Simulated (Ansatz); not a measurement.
This geometry of ClH4MgNO + H2O (11 atoms, charge 0, multiplicity 1) is a first-order saddle point.

Method: RKS BHLYP-D4/def2-SVP in Ansatz 0.2.0.

```xyz
11
Properties=species:S:1:pos:R:3
Mg -0.579 -1.121 -0.769
O 0.257 -1.212 0.969
Cl -1.409 -2.858 -1.870
H 0.361 1.134 0.083
N -0.355 0.869 -1.039
H 0.654 -0.196 1.198
O 0.951 1.055 1.069
H 0.566 -1.905 1.543
H 0.174 1.168 -1.851
H -1.197 1.434 -1.064
H 0.575 1.631 1.730
```

**Question.** Which two structures does it join? (They come from a converged band through this point; their orientation in space is the band's.)

**Answer.** Bonds broken: H4–N5, H6–O7. Bonds formed: O2–H6, H4–O7.

Initial state:

```xyz
11
Properties=species:S:1:pos:R:3
Mg -0.534 -1.273 -0.600
O 0.421 -1.342 0.968
Cl -1.738 -2.463 -2.044
H 0.098 1.203 -0.295
N -0.331 0.767 -1.125
H 0.868 0.230 1.355
O 0.918 1.214 1.321
H 0.698 -2.049 1.538
H 0.281 0.942 -1.915
H -1.198 1.250 -1.334
H 0.516 1.521 2.131
```

Final state:

```xyz
11
Properties=species:S:1:pos:R:3
Mg -0.605 -1.067 -0.867
O 0.139 -1.231 0.959
Cl -1.206 -3.004 -1.775
H 0.534 1.202 0.242
N -0.410 0.882 -1.113
H 0.566 -0.364 1.248
O 1.027 1.101 1.119
H 0.436 -1.971 1.480
H 0.065 1.218 -1.943
H -1.245 1.455 -1.055
H 0.698 1.779 1.705
```

**Question.** How far does it lie above each of them?

**Answer.** 0.78 eV above the first and 0.09 eV above the second. This is the barrier of this one path; another mechanism may lie lower. The orbitals stay closed-shell, which can raise the energy where a bond breaks towards radicals; this wasn't checked here.

Time of the run: 2 min on 2 threads of Intel(R) Xeon(R) Platinum 8488C (Sapphire Rapids) (shared host), peak memory 0.25 GiB.
